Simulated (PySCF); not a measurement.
C4H6F2O2.
Numbering: `[O:1]=[CH:2][O:3][CH2:4][C@@H:5]([F:6])[CH2:7][F:8]` (hydrogens: H9 on C2; H10, H11 on C4; H12 on C5; H13, H14 on C7)

Computed by this run: PySCF, PBE0-D3(BJ)/def2-SVP geometry optimisation, gas phase; density fitting, grid level 1; the optimiser is geomeTRIC in internal coordinates, started from a GFN2-xTB structure.

Step 0: E = -13748.6742 eV
```
atom  x, y, z in Å  |  force x, y, z in eV/Å
O1      2.7370   -0.9072   -0.4502   -0.026  -0.320   0.010
C2      2.5369    0.2652   -0.3630    0.220   0.067  -0.114
O3      1.5021    0.8570    0.2188   -0.539   0.016   0.211
C4      0.4829    0.0219    0.7618   -0.381   0.295  -0.472
C5     -0.8411    0.2688    0.0392    0.270  -0.479   0.166
F6     -0.7936   -0.2723   -1.2243    0.047  -0.100   0.021
C7     -2.0138   -0.3825    0.7750    0.281   0.454   0.120
F8     -2.1773    0.2157    1.9931    0.109   0.216   0.263
H9      3.2070    1.0491   -0.7507    0.196   0.171  -0.128
H10     0.3656    0.2800    1.8177   -0.037   0.030   0.213
H11     0.7831   -1.0265    0.6523   -0.024  -0.152   0.031
H12    -1.0073    1.3463   -0.0847   -0.064   0.217   0.197
H13    -1.8239   -1.4461    0.9499    0.053  -0.323  -0.186
H14    -2.9415   -0.2495    0.2106   -0.105  -0.092  -0.331
```

Step 1: E = -13748.6817 eV
```
atom  x, y, z in Å  |  force x, y, z in eV/Å
O1      2.7613   -0.9431   -0.3062    0.069   0.062   0.006
C2      2.5799    0.2387   -0.3250   -0.082  -0.070  -0.009
O3      1.4741    0.8700    0.0867    0.019   0.023   0.008
C4      0.4611    0.0710    0.6716   -0.146  -0.209   0.234
C5     -0.8842    0.2942    0.0341    0.176   0.143  -0.116
F6     -0.8990   -0.2256   -1.2401    0.003   0.021   0.048
C7     -1.9895   -0.3986    0.8099   -0.052   0.005  -0.115
F8     -2.1191    0.1566    2.0550    0.042  -0.013  -0.081
H9      3.3151    0.9891   -0.6784   -0.039   0.030  -0.068
H10     0.3728    0.3391    1.7380    0.068  -0.011  -0.048
H11     0.7363   -0.9926    0.5861   -0.002   0.055   0.018
H12    -1.0974    1.3769   -0.0339    0.006  -0.045   0.017
H13    -1.7700   -1.4767    0.9072    0.000   0.040   0.017
H14    -2.9252   -0.2791    0.2403   -0.063  -0.030   0.088
```

Step 2: E = -13748.6914 eV
```
atom  x, y, z in Å  |  force x, y, z in eV/Å
O1      2.8502   -0.9206   -0.2996   -0.359   0.038   0.219
C2      2.5721    0.2415   -0.3322    0.253   0.265  -0.310
O3      1.4622    0.8436    0.1095    0.094  -0.265   0.074
C4      0.4605    0.0385    0.7069   -0.053  -0.057   0.068
C5     -0.8667    0.2877    0.0431   -0.082  -0.024  -0.039
F6     -0.8643   -0.2273   -1.2319    0.053   0.016   0.018
C7     -2.0032   -0.3838    0.7924   -0.028  -0.002  -0.069
F8     -2.1326    0.1751    2.0340    0.013   0.024   0.048
H9      3.2280    1.0236   -0.7653    0.032   0.040  -0.010
H10     0.3781    0.3084    1.7717    0.014  -0.009  -0.021
H11     0.7313   -1.0244    0.6211    0.038  -0.016  -0.008
H12    -1.0574    1.3732   -0.0244    0.026  -0.003   0.020
H13    -1.8046   -1.4642    0.8971    0.001  -0.009  -0.006
H14    -2.9374   -0.2514    0.2229   -0.002   0.001   0.017
```

**Question.** Estimate the geometry and energy of step 3. (The exact step hangs on the optimiser's Hessian estimate; all steps are aligned on step 2, rigid shifts and turns removed.)

**Answer.** E = -13748.6850 eV, largest force 0.618 eV/Å
```
atom  x, y, z in Å  |  force x, y, z in eV/Å
O1      2.8174   -0.8909   -0.2386    0.425  -0.140  -0.179
C2      2.5567    0.2686   -0.3538   -0.513  -0.276   0.207
O3      1.4472    0.8329    0.1295    0.174   0.437  -0.030
C4      0.4684    0.0093    0.7434    0.078   0.127  -0.176
C5     -0.8412    0.2805    0.0543   -0.339  -0.160   0.057
F6     -0.8123   -0.2219   -1.2239    0.079   0.002  -0.030
C7     -2.0083   -0.3761    0.7693    0.026  -0.016  -0.009
F8     -2.1382    0.1803    2.0106   -0.026   0.053   0.178
H9      3.1676    1.0346   -0.8760   -0.008  -0.044   0.078
H10     0.3952    0.2738    1.8080   -0.031   0.028   0.017
H11     0.7451   -1.0501    0.6504    0.048  -0.033  -0.034
H12    -1.0117    1.3680   -0.0052    0.026   0.044   0.008
H13    -1.8280   -1.4585    0.8754    0.001  -0.058  -0.023
H14    -2.9418   -0.2306    0.2017    0.060   0.037  -0.062
```

The energy changes by +0.0064 eV. The first-order estimate −F·Δx gives -0.0456 eV and the mean of the old and new forces, exact on a quadratic surface, +0.0089 eV. The step makes an angle of 72° with the force vector and moves no atom by more than 0.127 Å. The energy falls at the start of this step and ends higher, so the step passed the lowest point of its straight line.

The cost below is that of the whole optimisation. Hardware: an Arm Neoverse N1 with one thread, no GPU, shared host. Cost: 2.1 min of wall time, 0.61 GiB resident at most.
